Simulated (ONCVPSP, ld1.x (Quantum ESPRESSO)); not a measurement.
## Potentials for Bi compared

Generated with ld1.x 7.5 (TM, RRKJ, ultrasoft, PAW), atompaw 4.2 or ONCVPSP 4.0.1. The cutoff is in Ry: for ld1.x and atompaw files where the sum of valence levels is converged to 10 mRy in a Bessel basis, for ONCV files where the hardest occupied wave has 1 mHa per electron of residual kinetic energy. The error is the largest all-electron minus pseudo excitation energy over each file’s own four to seven test configurations (ionisations up to +4, promotions, holes and added fractions of an electron), all of which were solved. The labels leave out finer settings (local radius, basis sizes, second energies), which also bear on the numbers. Spin-polarised tests are not counted. The rows are a selection from randomly drawn settings: files with unsolved tests, undetermined cutoffs or missed reference levels are left out.

A true bound ghost makes a file unfit for plane-wave use even where its test errors are small: the radial tests pick states by their node count and pass the ghost by.

```tsv
potential	cutoff (Ry)	largest error (meV)	bound ghosts
ONCV, PBE, scalar-relativistic, rc 1.55/1.70/1.95 (spd), local smoothed, core correction yes, reference 5s2 5p6 5d10 6s2 6p2, qcut 9.1/8.1/8.4, projectors 2/2/1	57	-20	none
ONCV, PBE, scalar-relativistic, rc 1.90/2.70/2.40 (spd), local s, core correction yes, reference 6s1.5 6p3.5, qcut 3.1/3/4.6, projectors 0/2/2	42	-103	d
ONCV, PBEsol, scalar-relativistic, rc 1.55/1.60/1.65 (spd), local smoothed, core correction yes, reference 5s2 5p6 5d10 6s2 6p1, qcut 10.2/10.4/9.3, projectors 2/2/2	74	-35	none
ONCV, PBE, scalar-relativistic, rc 1.55/1.80/1.55 (spd), local d, core correction yes, reference 5s2 5p6 5d10 6s2 6p3, qcut 7.6/5.9/10.5, projectors 3/3/0	56	-27	none
TM, LDA (PZ), scalar-relativistic, rc 1.65/1.90 (sp), local s, core correction yes, reference 6s2 6p3	40	-864	none
PAW, LDA (PZ), scalar-relativistic, rc 1.15/1.65/1.55 (spd), local smoothed, core correction yes, reference 5s2 5p6 5d10 6s2 6p2.75	70	-158	none
```

Problem. Fill in the row for Bi: TM semilocal, PBE, scalar-relativistic, rc 1.65/2.35/1.45 (spd), local p, core correction no, reference 5d10 6s2 6p3.

Solution. cutoff 55 Ry, largest error -79 meV, bound ghosts: none.
